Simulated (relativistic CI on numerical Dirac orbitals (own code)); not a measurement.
**Magnetism of Sm⁴⁺, 4f4, in a crystal field**

Calculated by Dirac-Coulomb-Breit CI, KLI orbitals optimised for each configuration, model QED (radiative potential, 1s self-energy scaled to tabulated hydrogen-like ionisation energies), valence Slater integrals scaled by 0.8, one configuration in a parametric crystal field (own radial code).

Field parameters in Wybourne normalisation; cubic f-shell fields have B⁴₄ = √(5/14) B⁴₀ and B⁶₄ = −√(7/2) B⁶₀. The field is a parameter set, without covalency.

S is read from ⟨S²⟩ = S(S + 1).

Powder χT (cm³ K mol⁻¹) by Van Vleck's formula, with temperature-independent terms:

| Field | 2 K | 5 K | 10 K | 20 K | 50 K | 100 K | 200 K | 300 K |
| --- | --- | --- | --- | --- | --- | --- | --- | --- |
| C2v, B20 = -880, B22 = 550, B40 = 740, B42 = -390, B44 = -740, B60 = -440, B62 = 280, B64 = 20, B66 = 210 cm⁻¹ | 0.0357 | 0.0892 | 0.178 | 0.345 | 0.648 | 0.823 | 0.923 | 0.97 |
| C2v, B20 = -990, B22 = 520, B40 = 400, B42 = 720, B44 = -380, B60 = 830, B62 = 500, B64 = -220, B66 = -290 cm⁻¹ | 0.125 | 0.249 | 0.377 | 0.516 | 0.666 | 0.767 | 0.879 | 0.943 |
| C2v, B20 = 710, B22 = 150, B40 = -890, B42 = 80, B44 = -960, B60 = 700, B62 = -230, B64 = 480, B66 = -400 cm⁻¹ | 0.0336 | 0.0839 | 0.168 | 0.327 | 0.605 | 0.763 | 0.885 | 0.946 |
| D3d, B20 = -1010, B40 = 390, B43 = 1580, B60 = 380, B63 = -170, B66 = -310 cm⁻¹ | 0.0498 | 0.125 | 0.253 | 0.465 | 0.68 | 0.796 | 0.9 | 0.956 |
| D3h, B20 = 700, B40 = -930, B60 = -710, B66 = -230 cm⁻¹ | 0.187 | 0.375 | 0.534 | 0.664 | 0.792 | 0.868 | 0.936 | 0.976 |
| Oh, B40 = -2470, B60 = 1000 cm⁻¹ | 0.0054 | 0.0135 | 0.027 | 0.054 | 0.135 | 0.271 | 0.524 | 0.708 |

(1) For Oh, B40 = -2470, B60 = 1000 cm⁻¹: what effective moment follows at 300 K?

Results:

(1) μ_eff = √(8χT) = 2.38 μB. The LS value g√(J(J + 1)) of the free ion's ⁵I4 level is 2.68 μB. The ground level is a non-magnetic singlet, so χT starts at zero and rises through temperature-independent paramagnetism and the filling of excited levels.
